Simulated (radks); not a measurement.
Results of a calculation; reference values are marked as such.
Q: Ionisation ladder of silver, from Ag22+ to Ag43+. Each ion is in the ground configuration listed by NIST, and IE = E(next ion) - E(this ion). Code: a radial shooting solver on a logarithmic mesh with Libxc functionals. Model: Dirac Kohn-Sham, exchange-only PBE, spin-unpolarised, spherical densities, finite nucleus; open shells fill j = l - 1/2 first; Fermi nuclear charge, rms radius 4.5454 fm.

species  configuration  IE, Delta-SCF (eV)  <r> HOMO (bohr)
Ag22+         [Ar] 3d7                   ?            0.321
Ag23+         [Ar] 3d6              1152.9            0.317
Ag24+         [Ar] 3d5              1224.1            0.312
Ag25+         [Ar] 3d4              1305.2            0.305
Ag26+         [Ar] 3d3              1380.0            0.301
Ag27+         [Ar] 3d2              1456.2            0.297
Ag28+         [Ar] 3d1              1533.8            0.293
Ag29+             [Ar]              1748.9            0.328
Ag30+     [Ne] 3s2 3p5              1819.1            0.325
Ag31+     [Ne] 3s2 3p4              1889.9            0.323
Ag32+     [Ne] 3s2 3p3                   ?            0.320
Ag33+     [Ne] 3s2 3p2              2077.9            0.310
Ag34+     [Ne] 3s2 3p1              2151.8            0.308
Ag35+         [Ne] 3s2                   ?            0.321
Ag36+         [Ne] 3s1              2374.9            0.319
Ag37+             [Ne]              5558.6            0.116
Ag38+     [He] 2s2 2p5              5759.1            0.115
Ag39+     [He] 2s2 2p4              5961.6            0.114
Ag40+     [He] 2s2 2p3              6165.9            0.113
Ag41+     [He] 2s2 2p2                   ?            0.108
Ag42+     [He] 2s2 2p1              6790.7            0.107
Ag43+         [He] 2s2              7099.8            0.126

Estimate the withheld Delta-SCF values.

A: Ag22+: 1083.2 eV (NIST 1082); Ag32+: 1961.2 eV (NIST 1979); Ag35+: 2305.0 eV (NIST 2302); Ag41+: 6575.4 eV (NIST 6551).

Beside tabulated values, note that spin-unpolarised runs miss the spin-polarisation part of the exchange energy of open shells.
